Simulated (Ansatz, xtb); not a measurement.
**Ranking isomers of C3H10Si3**

6 gas-phase structures of C3H10Si3, from a drawn sample of its isomers (lower ones may exist). Each was relaxed with GFN2-xTB; where two conformers were screened, the lower at r2SCAN-D4/def2-SVP is listed:

A. `[SiH3]C1([SiH3])C=C[SiH2]1`, a singlet
B. `[SiH3]C1=C[SiH2]C[SiH2]1`, a singlet
C. `CC#C[SiH]([SiH3])[SiH3]`, a singlet
D. `C1=C[SiH2][SiH2]C[SiH2]1`, a singlet
E. `CC#C[SiH2][SiH2][SiH3]`, a singlet
F. `[SiH3]C#C[SiH2]C[SiH3]`, a singlet

Q: Which do you expect lowest at r2SCAN-D4/def2-SVP, and how would the others follow?

A: Calculated order at r2SCAN-D4/def2-SVP: D (0.0), B (0.3), A (27.8), F (28.6), E (35.4), C (35.8) kcal/mol. Less than 1 kcal/mol parts D and B; A and F; E and C, so the order within those pairs means little. CCSD(T)/def2-SVP + ΔMP2/def2-TZVPP after further relaxation puts B lowest instead.

Energies above the lowest of each column, in kcal/mol; the last columns are at B3LYP/def2-SVP geometries and were run for some of them only (a dash: not run or not comparable):

```csv
structure,GFN2-xTB,HF/STO-3G,r2SCAN-D4/def2-SVP,B3LYP/def2-SVP,CCSD(T)/def2-SVP + ΔMP2/def2-TZVPP
D,6.5,0.0,0.0,0.2,1.6
B,0.0,2.7,0.3,0.0,0.0
A,12.1,47.0,27.8,26.7,25.4
F,14.1,32.5,28.6,–,–
E,21.9,38.7,35.4,–,–
C,21.5,38.6,35.8,–,–
```

CCSD(T)/def2-SVP + ΔMP2/def2-TZVPP puts B lowest of those it was run on; HF/STO-3G picks D, r2SCAN-D4/def2-SVP picks D. CCSD(T)/def2-SVP + ΔMP2/def2-TZVPP orders those it was run on as B (0.0), D (1.6), A (25.4) kcal/mol. Flexible structures stand in one conformer each, not always the lowest. Frequencies (GFN2-xTB) were run for A, B, D alone. ΔMP2 is the change of the MP2 energy from the smaller to the larger basis.

Over these structures GFN2-xTB departs from r2SCAN-D4/def2-SVP by 7.8 kcal/mol on average once a common shift is removed. A GFN2-xTB relaxation took about 0.12 s and the r2SCAN-D4/def2-SVP energy about 2.1 s on a shared host (Ansatz 0.2.0, xtb 6.7.1).
